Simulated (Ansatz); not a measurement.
This geometry of ClFGaH3 (6 atoms, charge 0, multiplicity 1) is a first-order saddle point.

Method: Ansatz, RKS BHLYP-D4/def2-SVP.

```xyz
6
Properties=species:S:1:pos:R:3
Ga 0.013 -0.236 -0.140
Cl 0.017 -0.042 2.381
H 1.430 0.171 -0.600
H -1.428 0.095 -0.587
F 0.063 -1.966 0.612
H 0.051 -1.334 1.754
```

(1) Which two structures does it join? (They come from a converged band through this point; their orientation in space is the band's.)

(2) How far does it lie above each of them?

Answers

(1) Bonds broken: Ga1–Cl2, F5–H6. Bonds formed: Cl2–H6.

Initial state:

```xyz
6
Properties=species:S:1:pos:R:3
Ga 0.006 0.029 0.037
Cl 0.005 0.323 2.244
H 1.413 0.158 -0.597
H -1.411 0.077 -0.587
F 0.069 -2.083 0.713
H 0.065 -1.816 1.610
```

Final state:

```xyz
6
Properties=species:S:1:pos:R:3
Ga 0.014 -0.324 -0.282
Cl 0.019 -0.069 2.506
H 1.419 0.228 -0.633
H -1.422 0.144 -0.623
F 0.065 -1.992 0.367
H 0.051 -1.299 2.086
```

(2) 11.6 kcal/mol above the first and 2.1 kcal/mol above the second. This is the barrier of this one path; another mechanism may lie lower. The orbitals stay closed-shell, which can raise the energy where a bond breaks towards radicals; this wasn't checked here.

Time of the run: 110 s on 1 thread of Arm Neoverse V1, on a shared host, peak memory 0.16 GiB.
